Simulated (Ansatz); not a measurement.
TePb₃Cl₄. Charge 0, multiplicity 1. Geometry r2SCAN-D4/def2-SVP; atoms count from 1.

```
atom   x (Å)   y (Å)   z (Å)
 Pb1   1.931   0.010   1.081
 Pb2  -1.445   1.648   0.307
 Pb3  -0.566  -1.749  -1.232
 Te4  -0.859  -0.980   1.673
 Cl5  -2.713   0.030  -1.614
 Cl6   2.096  -2.305  -0.512
 Cl7   0.846   2.535   1.681
 Cl8   0.711   0.811  -1.384
```

In the def2 sets Pb, Te take a core potential; there is no spin–orbit coupling. The structure comes from a short search, and lower isomers may exist.

Q: Estimate the Mulliken populations from the PBE0/def2-TZVP orbitals of Ansatz.

A: 
```
atom  charge (e)
 Pb1        0.71
 Pb2        0.71
 Pb3        0.71
 Te4       -0.37
 Cl5       -0.47
 Cl6       -0.47
 Cl7       -0.47
 Cl8       -0.36
```
Mulliken values depend strongly on the basis.

Q: And the Mayer bond orders between heavy atoms (over 0.3)?

A: Pb1–Te4 0.77 (3.02 Å); Pb1–Cl6 0.43 (2.81 Å); Pb1–Cl7 0.43 (2.81 Å); Pb1–Cl8 0.36 (2.86 Å); Pb2–Te4 0.77 (3.02 Å); Pb2–Cl5 0.43 (2.81 Å); Pb2–Cl7 0.43 (2.81 Å); Pb2–Cl8 0.36 (2.86 Å); Pb3–Te4 0.77 (3.02 Å); Pb3–Cl5 0.43 (2.81 Å); Pb3–Cl6 0.43 (2.81 Å); Pb3–Cl8 0.36 (2.86 Å).
